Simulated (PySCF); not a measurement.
## Radial density of Li⁻ (lithium, charge -1)

CAM-B3LYP, [He] 2s2, closed-shell 1S. Calculation: PySCF 2.14, in aug-cc-pVQZ (6s5p4d3f2g, 80 functions); the non-relativistic Hamiltonian (point nucleus).

```json
{"r (bohr)": "0.00938", "4πr²ρ (e/bohr)": "0.01438"}
{"r (bohr)": "0.0158", "4πr²ρ (e/bohr)": "0.03910"}
{"r (bohr)": "0.0265", "4πr²ρ (e/bohr)": "0.1038"}
{"r (bohr)": "0.0446", "4πr²ρ (e/bohr)": "0.2636"}
{"r (bohr)": "0.0751", "4πr²ρ (e/bohr)": "0.6232"}
{"r (bohr)": "0.126", "4πr²ρ (e/bohr)": "1.306"}
{"r (bohr)": "0.212", "4πr²ρ (e/bohr)": "2.250"}
{"r (bohr)": "0.357", "4πr²ρ (e/bohr)": "2.826"}
{"r (bohr)": "0.601", "4πr²ρ (e/bohr)": "2.145"}
{"r (bohr)": "1.01", "4πr²ρ (e/bohr)": "0.7461"}
{"r (bohr)": "1.70", "4πr²ρ (e/bohr)": "0.2100"}
{"r (bohr)": "2.86", "4πr²ρ (e/bohr)": "0.3410"}
{"r (bohr)": "4.81", "4πr²ρ (e/bohr)": "0.3078"}
{"r (bohr)": "8.09", "4πr²ρ (e/bohr)": "0.1129"}
{"r (bohr)": "13.6", "4πr²ρ (e/bohr)": "0.01484"}
{"r (bohr)": "22.9", "4πr²ρ (e/bohr)": "0.0003759"}
```

The outer electron is barely bound at this level, so radii and moments hang on the diffuse functions.
